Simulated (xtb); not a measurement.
H8Si3, charge +1, doublet, geometry from GFN2-xTB (a state made from the parent by changing its charge; the spin is typed, not shown lowest); GFN0-xTB (xtb 6.7.1).

Here is a job for xtb.
```
$ xtb mol.xyz --gfn 0 --chrg 1 --uhf 1 --opt --json

# file mol.xyz
11

Si     1.73006259     0.88617971    -0.01821925
Si     0.21430832    -1.03910606    -0.11847187
Si    -1.93611862     0.11291389     0.13212917
H      3.05494759     0.29289400    -0.13804698
H      1.35438441     1.72882927    -1.14918317
H      1.47531091     1.50967649     1.27664176
H      0.46584425    -2.03082472     0.92986925
H      0.32388443    -1.79829328    -1.36643948
H     -2.00324331     1.05008294    -0.98479523
H     -1.86962290     0.76938187     1.43401237
H     -2.91703742    -0.96157215     0.06180881
```

### Question
What does xtb print? Leave out banner, timings and long lists.

### Answer

```
   ID    Z sym.   atoms
    1   14 Si     1-3
    2    1 H      4-11

           -------------------------------------------------
          |                Calculation Setup                |
           -------------------------------------------------

           -------------------------------------------------
          |                 G F N 0 - x T B                 |
           -------------------------------------------------

          ...................................................
          :                      SETUP                      :
          :.................................................:
          :  # basis functions                  46          :
          :  # atomic orbitals                  43          :
          :  # shells                           25          :
          :  # electrons                        19          :
          :  electronic temp.          300.0000000     K    :
          :  accuracy                    1.0000000          :
          :  -> integral cutoff          0.2500000E+02      :
          :  -> integral neglect         0.1000000E-07      :
          ...................................................

         :::::::::::::::::::::::::::::::::::::::::::::::::::::
         ::                     SUMMARY                     ::
         :::::::::::::::::::::::::::::::::::::::::::::::::::::
         :: total energy              -8.247775461985 Eh    ::
         :: gradient norm              0.036384402646 Eh/a0 ::
         :: HOMO-LUMO gap              2.233472152455 eV    ::
         ::.................................................::
         :: H0 energy                 -9.603222073510 Eh    ::
         :: repulsion energy           0.097400866334 Eh    ::
         :: electrostat energy         1.260228282937 Eh    ::
         :: -> Gsolv                   0.000000000000 Eh    ::
         ::    -> Gsasa                0.000000000000 Eh    ::
         ::    -> Gshift               0.000000000000 Eh    ::
         :: dispersion energy         -0.002182537747 Eh    ::
         :: short-range corr.          0.000000000000 Eh    ::
         :: add. restraining           0.000000000000 Eh    ::
         :: total charge               1.000000000000 e     ::
         :::::::::::::::::::::::::::::::::::::::::::::::::::::

      -----------------------------------------------------------
     |                   =====================                   |
     |                        A N C O P T                        |
     |                   =====================                   |
     |               Approximate Normal Coordinate               |
     |                Rational Function Optimizer                |
      -----------------------------------------------------------
      -----------------------------------------------------------
     |                   =====================                   |
     |                        A N C O P T                        |
     |                   =====================                   |
     |               Approximate Normal Coordinate               |
     |                Rational Function Optimizer                |
      -----------------------------------------------------------

          ...................................................
          :                      SETUP                      :
          :.................................................:
          :   optimization level            normal          :
          :   max. optcycles                   200          :
          :   ANC micro-cycles                  20          :
          :   degrees of freedom                27          :
          :.................................................:
          :   RF solver                   davidson          :
          :   write xtbopt.log                true          :
          :   linear?                        false          :
          :   energy convergence         0.5000000E-05 Eh   :
          :   grad. convergence          0.1000000E-02 Eh/α :
          :   maxmium RF displ.          1.0000000          :
          :   Hlow (freq-cutoff)         0.1000000E-01      :
          :   Hmax (freq-cutoff)         5.0000000          :
          :   S6 in model hess.         20.0000000          :
          ...................................................

generating ANC from exact Hessian ...
Using Lindh-Hessian (1995)
 Shifting diagonal of input Hessian by    1.0261183609694283E-002
 Lowest  eigenvalues of input Hessian
    0.000000    0.010000    0.000000    0.000000    0.010092    0.000000
    0.000000    0.000000    0.010509    0.010956    0.011141    0.011392
    0.011677    0.011766    0.012069    0.012875    0.016315    0.023493
 Highest eigenvalues
    0.456134    0.557945    0.619798    0.620005    0.627684    0.628228

........................................................................
.............................. CYCLE    1 ..............................
........................................................................
 * total energy  :    -8.2477755 Eh     change        0.0000000E+00 Eh
   gradient norm :     0.0363844 Eh/α   predicted     0.0000000E+00 (   0.00%)
   displ. norm   :     0.4576288 α      lambda       -0.1433266E-01
   maximum displ.:     0.3940137 α      in ANC's #18, #13, #11, ...

........................................................................
.............................. CYCLE    2 ..............................
........................................................................
 * total energy  :    -8.2504319 Eh     change       -0.2656477E-02 Eh
   gradient norm :     0.0362075 Eh/α   predicted    -0.8667128E-02 ( 226.26%)
   displ. norm   :     0.2411729 α      lambda       -0.6674259E-02
   maximum displ.:     0.1914648 α      in ANC's #18, #11, #3, ...

........................................................................
[...]
 * total energy  :    -8.2541443 Eh     change       -0.1157172E-03 Eh
 * total energy  :    -8.2543016 Eh     change       -0.1573783E-03 Eh
 * total energy  :    -8.2543645 Eh     change       -0.6284345E-04 Eh
 * total energy  :    -8.2544206 Eh     change       -0.5612872E-04 Eh
 * total energy  :    -8.2545229 Eh     change       -0.1022899E-03 Eh
 * total energy  :    -8.2545889 Eh     change       -0.6596353E-04 Eh
 * total energy  :    -8.2546471 Eh     change       -0.5825721E-04 Eh
 * total energy  :    -8.2546793 Eh     change       -0.3220688E-04 Eh
 * total energy  :    -8.2547118 Eh     change       -0.3246835E-04 Eh
 * total energy  :    -8.2547397 Eh     change       -0.2784894E-04 Eh
 * total energy  :    -8.2547607 Eh     change       -0.2106441E-04 Eh
 * total energy  :    -8.2547680 Eh     change       -0.7264208E-05 Eh
 * total energy  :    -8.2547699 Eh     change       -0.1905300E-05 Eh
   *** GEOMETRY OPTIMIZATION CONVERGED AFTER 36 ITERATIONS ***
[...]
          :  -> integral cutoff          0.2500000E+02      :
          :  -> integral neglect         0.1000000E-07      :
          ...................................................

         :::::::::::::::::::::::::::::::::::::::::::::::::::::
         ::                     SUMMARY                     ::
         :::::::::::::::::::::::::::::::::::::::::::::::::::::
         :: total energy              -8.254769888901 Eh    ::
         :: gradient norm              0.000412755551 Eh/a0 ::
         :: HOMO-LUMO gap              2.326556014934 eV    ::
         ::.................................................::
         :: H0 energy                 -9.619496863440 Eh    ::
         :: repulsion energy           0.099669620861 Eh    ::
         :: electrostat energy         1.267305916743 Eh    ::
         :: -> Gsolv                   0.000000000000 Eh    ::
         ::    -> Gsasa                0.000000000000 Eh    ::
         ::    -> Gshift               0.000000000000 Eh    ::
         :: dispersion energy         -0.002248563065 Eh    ::
         :: short-range corr.          0.000000000000 Eh    ::
         :: add. restraining           0.000000000000 Eh    ::
         :: total charge               1.000000000000 e     ::
         :::::::::::::::::::::::::::::::::::::::::::::::::::::

           -------------------------------------------------
          |                Property Printout                |
           -------------------------------------------------

    * Orbital Energies and Occupations

         #    Occupation            Energy/Eh            Energy/eV
      -------------------------------------------------------------
         1        2.0000           -0.6519541             -17.7406
         2        2.0000           -0.6128782             -16.6773
         3        2.0000           -0.5885722             -16.0159
         4        2.0000           -0.4805856             -13.0774
         5        2.0000           -0.4775111             -12.9937
         6        2.0000           -0.4740773             -12.9003
         7        2.0000           -0.4730674             -12.8728
         8        2.0000           -0.4718686             -12.8402
         9        2.0000           -0.4032506             -10.9730
        10        1.0000           -0.3519669              -9.5775 (HOMO)
        11                         -0.2664676              -7.2510 (LUMO)
        12                         -0.2594054              -7.0588
        13                         -0.2490010              -6.7757
        14                         -0.2462633              -6.7012
        15                         -0.2377868              -6.4705
        16                         -0.2277137              -6.1964
        17                         -0.1897082              -5.1622
        18                         -0.1826439              -4.9700
        19                         -0.1264978              -3.4422
        20                         -0.1194293              -3.2498
        21                         -0.1168736              -3.1803
       ...                                ...                  ...
        43                          1.8011799              49.0126
      -------------------------------------------------------------
                  HL-Gap            0.0854994 Eh            2.3266 eV
             Fermi-level            0.0000000 Eh            0.0000 eV

     #   Z          covCN         q      C6AA      α(0)
     1  14 Si       3.811     0.374   141.483    21.963
     2  14 Si       3.686     0.315   143.959    22.184
     3  14 Si       3.811     0.374   141.478    21.963
     4   1 H        0.916     0.010     2.891     2.659
     5   1 H        0.916    -0.011     3.267     2.827
     6   1 H        0.915    -0.029     3.610     2.972
     7   1 H        0.918    -0.001     3.078     2.744
     8   1 H        0.918    -0.001     3.080     2.745
     9   1 H        0.915    -0.029     3.610     2.972
    10   1 H        0.916    -0.011     3.266     2.827
    11   1 H        0.916     0.010     2.895     2.661

 Mol. C6AA /au·bohr⁶  :       2498.276612
 Mol. C8AA /au·bohr⁸  :     123854.269142
 Mol. α(0) /au        :         88.516246

Wiberg/Mayer (AO) data.
largest (>0.10) Wiberg bond orders for each atom

 ---------------------------------------------------------------------------
     #   Z sym  total        # sym  WBO       # sym  WBO       # sym  WBO
 ---------------------------------------------------------------------------
     1  14 Si   3.632 --     5 H    0.853     4 H    0.852     6 H    0.839
                             2 Si   0.765     3 Si   0.190
     2  14 Si   3.428 --     7 H    0.846     8 H    0.846     1 Si   0.765
                             3 Si   0.764
     3  14 Si   3.631 --    11 H    0.853    10 H    0.852     9 H    0.839
                             2 Si   0.764     1 Si   0.190
     4   1 H    0.912 --     1 Si   0.852
     5   1 H    0.915 --     1 Si   0.853
     6   1 H    0.914 --     1 Si   0.839
     7   1 H    0.928 --     2 Si   0.846
     8   1 H    0.928 --     2 Si   0.846
     9   1 H    0.914 --     3 Si   0.839
    10   1 H    0.915 --     3 Si   0.852
    11   1 H    0.912 --     3 Si   0.853
 ---------------------------------------------------------------------------

Topologies differ in total number of bonds
Writing topology from bond orders to xtbtopo.mol

 dipole moment from electron density (au)
     X       Y       Z
   0.2380  -1.2108  -0.1343  total (Debye):    3.155

optimized geometry written to: xtbopt.xyz

           -------------------------------------------------
          | TOTAL ENERGY               -8.254769888901 Eh   |
          | GRADIENT NORM               0.000412755551 Eh/α |
          | HOMO-LUMO GAP               2.326556014934 eV   |
           -------------------------------------------------

normal termination of xtb
```
